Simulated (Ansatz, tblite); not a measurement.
Adding an electron: Li6H6⁺. The state is a doublet with charge 1. Geometry: r2SCAN-D4/def2-TZVP. Ansatz, gas phase; energy differences of separate SCF runs; the reduced species is a singlet (the triplet lies 3.16 eV higher at PBE0-D4/def2-TZVP).

```xyz
12

Li    2.7009   -0.7489    0.2946
Li   -0.7475   -1.1126   -0.3557
Li    2.6989    2.7429    1.0096
Li    0.7472    1.1188    0.3437
Li   -2.6962   -2.7487   -0.9951
Li   -2.7052    0.7452   -0.2919
H     2.6953    0.9926    0.6494
H    -2.6980   -0.9970   -0.6428
H    -0.9765    0.7165   -0.0215
H     0.9880    2.8435    0.7400
H    -0.9820   -2.8410   -0.7397
H     0.9751   -0.7113    0.0095
```

The xTB rows come from tblite. The structure comes from a short search, and lower isomers may exist.

```json
{"level": "GFN1-xTB", "−HOMO (eV)": "–", "−LUMO (eV)": "–", "vertical EA (eV)": "12.32", "HOMO–LUMO gap (eV)": "–"}
{"level": "PBE-D4/def2-TZVP", "−HOMO (eV)": "8.28", "−LUMO (eV)": "7.75", "vertical EA (eV)": "5.65", "HOMO–LUMO gap (eV)": "0.53"}
{"level": "PBE0-D4/def2-TZVP", "−HOMO (eV)": "8.96", "−LUMO (eV)": "7.55", "vertical EA (eV)": "6.05", "HOMO–LUMO gap (eV)": "1.41"}
```

Question: Estimate the rows for GFN2-xTB, r2SCAN-D4/def2-TZVP.

Answer: 
```json
{"level": "GFN2-xTB", "−HOMO (eV)": "–", "−LUMO (eV)": "–", "vertical EA (eV)": "10.42", "HOMO–LUMO gap (eV)": "–"}
{"level": "r2SCAN-D4/def2-TZVP", "−HOMO (eV)": "8.33", "−LUMO (eV)": "7.75", "vertical EA (eV)": "5.67", "HOMO–LUMO gap (eV)": "0.58"}
```

  HOMO and LUMO are the levels of the spin that leaves or enters (xTB has no such levels and no spin-polarisation term). Other spin states of the ions may lie lower, which would lower the ionisation energy or raise the affinity. Raw xTB energy differences between charge states are shifted by several eV; the methods need an empirical correction for them.
